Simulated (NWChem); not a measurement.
CHBrF2; SMILES FC(Br)F

Computed with NWChem. Pople sets run with spherical d functions. This build's default masses of Se (78.918 u) and Br (79.917 u) are each other's, which moves their modes by up to 0.6 %. Each level has its own optimisation; frequencies are unscaled.

```json
[
 {"level": "Hartree-Fock/STO-3G", "r C–F (Å)": "1.371", "r Br–C (Å)": "1.942", "r C–H (Å)": "1.112", "highest harmonic frequency (cm⁻¹)": "3524", "lowest (cm⁻¹)": "336", "zero-point energy (kcal/mol)": "16.3", "dipole (D)": "1.27"},
 {"level": "Hartree-Fock/3-21G", "r C–F (Å)": "1.352", "r Br–C (Å)": "1.988", "r C–H (Å)": "1.067", "highest harmonic frequency (cm⁻¹)": "3405", "lowest (cm⁻¹)": "316", "zero-point energy (kcal/mol)": "15.4", "dipole (D)": "___"},
 {"level": "Hartree-Fock/6-31G*", "r C–F (Å)": "1.320", "r Br–C (Å)": "1.929", "r C–H (Å)": "1.073", "highest harmonic frequency (cm⁻¹)": "3403", "lowest (cm⁻¹)": "344", "zero-point energy (kcal/mol)": "15.8", "dipole (D)": "1.59"},
 {"level": "B3LYP/6-31G*", "r C–F (Å)": "1.339", "r Br–C (Å)": "1.973", "r C–H (Å)": "1.090", "highest harmonic frequency (cm⁻¹)": "3160", "lowest (cm⁻¹)": "306", "zero-point energy (kcal/mol)": "14.4", "dipole (D)": "1.46"},
 {"level": "LDA (Slater exchange, VWN5)/def2-SVP", "r C–F (Å)": "1.323", "r Br–C (Å)": "1.941", "r C–H (Å)": "1.115", "highest harmonic frequency (cm⁻¹)": "3013", "lowest (cm⁻¹)": "308", "zero-point energy (kcal/mol)": "14.1", "dipole (D)": "1.30"},
 {"level": "PBE/def2-SVP", "r C–F (Å)": "1.341", "r Br–C (Å)": "1.972", "r C–H (Å)": "1.110", "highest harmonic frequency (cm⁻¹)": "3036", "lowest (cm⁻¹)": "301", "zero-point energy (kcal/mol)": "13.9", "dipole (D)": "1.32"},
 {"level": "BLYP/def2-SVP", "r C–F (Å)": "1.348", "r Br–C (Å)": "1.996", "r C–H (Å)": "1.109", "highest harmonic frequency (cm⁻¹)": "3026", "lowest (cm⁻¹)": "290", "zero-point energy (kcal/mol)": "13.7", "dipole (D)": "1.32"},
 {"level": "PBE0/def2-SVP", "r C–F (Å)": "1.327", "r Br–C (Å)": "1.941", "r C–H (Å)": "1.100", "highest harmonic frequency (cm⁻¹)": "3150", "lowest (cm⁻¹)": "319", "zero-point energy (kcal/mol)": "14.6", "dipole (D)": "1.39"}
]
```

Task: Some entries are withheld; supply them.

Result: 
- Hartree-Fock/3-21G, dipole (D): 1.98
